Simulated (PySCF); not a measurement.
C₃H₅BO₃, SMILES B1(C(OC1)=O)CO.

Geometry: B3LYP-D3(BJ)/def2-SVP. This is a generated structure with no PubChem entry under its InChIKey; it may be hypothetical. The values are those of a single conformer.

These are TDA-PBE/def2-SVPD (PySCF 2.14.0) values and carry that method's errors.

Vertical excitations. Isolated molecule, no solvent.

Question: Estimate the UV-visible absorptions. (The exact figures need the calculation; the answer reports its results.)

Answer: 
```
state  energy (eV)  λ (nm)      f          main pairs
-----  -----------  ------  -----  ------------------
S1            2.79     444  0.003      HOMO→LUMO 98 %
S2            3.11     398  0.011    HOMO−1→LUMO 97 %
S3            4.33     286  0.011    HOMO−3→LUMO 91 %
S4            4.49     276  0.006    HOMO−2→LUMO 84 %
S5            5.44     228  0.014    HOMO−4→LUMO 98 %
S6            5.67     219  0.001    HOMO−5→LUMO 99 %
S7            5.85     212  0.002    HOMO→LUMO+1 99 %
S8            6.12     203  0.007    HOMO→LUMO+2 98 %
S9            6.17     201  0.003  HOMO−1→LUMO+1 99 %
S10           6.51     191  0.009  HOMO−1→LUMO+2 90 %
T1            2.28     543      0      HOMO→LUMO 97 %
T2            2.79     444      0    HOMO−1→LUMO 97 %
T3            3.49     356      0    HOMO−2→LUMO 99 %
T4            4.05     306      0    HOMO−3→LUMO 99 %
```
Triplets are in the Tamm–Dancoff approximation.
